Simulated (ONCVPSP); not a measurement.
What one change does to a pseudopotential (Zn, ONCV)

| Quantity | Value |
| --- | --- |
| Element | Zn (Z = 30) |
| Generator | ONCVPSP 4.0.1 |
| Type | optimised norm-conserving Vanderbilt (ONCV) |
| Functional | PBE |
| Relativity | scalar-relativistic |
| Frozen core | [Ne] |
| Valence charge | 20 |
| Reference configuration | 3s2 3p6 3d10 4s1.5 4p0.5 |
| Partial waves | 3s+4s: rc 1.20 bohr, ncon 4, nbas 8, qcut 8.4 1/bohr, 2 projectors; 3p+4p: rc 1.00 bohr, ncon 4, nbas 9, qcut 12.9 1/bohr, 2 projectors; 3d: rc 1.35 bohr, ncon 3, nbas 7, qcut 11.9 1/bohr, 1 projector |
| Local potential | polynomial inside 0.95 bohr (lpopt 5, dvloc0 1 Ha) |
| Core correction | none |

Change: core [Ar], valence charge 12; reference 3d10 4s2; waves now 4s: rc 1.75 bohr, ncon 4, nbas 8, qcut 3.5 1/bohr, 2 projectors, debl 2.4 Ha; p scattering state at 0.11 Ha: rc 1.85 bohr, ncon 3, nbas 8, qcut 5.3 1/bohr, 3 projectors, debl 2.9 Ha; 3d: rc 0.80 bohr, ncon 4, nbas 9, qcut 23 1/bohr, local; local potential the d channel.

Cutoffs: the cutoffs (Ha) at which the residual kinetic energy of the hardest occupied pseudo-wave falls to 1 and 0.1 mHa per electron; they do not see the model core or the augmentation charge, which bear on the density cutoff. Errors are all-electron minus pseudo energies relative to the spin-unpolarised reference configuration.

Problem. What does the change do?

Solution. The potential gets harder (55 Ha and 61 Ha → 172 Ha and 199 Ha); a bound ghost appears in p, s, which as a rule spoils a file; the number of tests with a reliable result goes from 3 to 4. Several settings change at once here, so the effects cannot be laid on one of them.

```csv
quantity,base,changed
"cutoff, loose",55 Ha,172 Ha
"cutoff, tight",61 Ha,199 Ha
bound ghosts,none,"s, p"
GHOST(+) flags under 300 eV,none,s at 98.9 eV
tests with a reliable result,3 of 4,4 of 4
```

 A true bound ghost makes a file unfit for plane-wave use even where its test errors are small: the radial tests pick states by their node count and pass the ghost by.
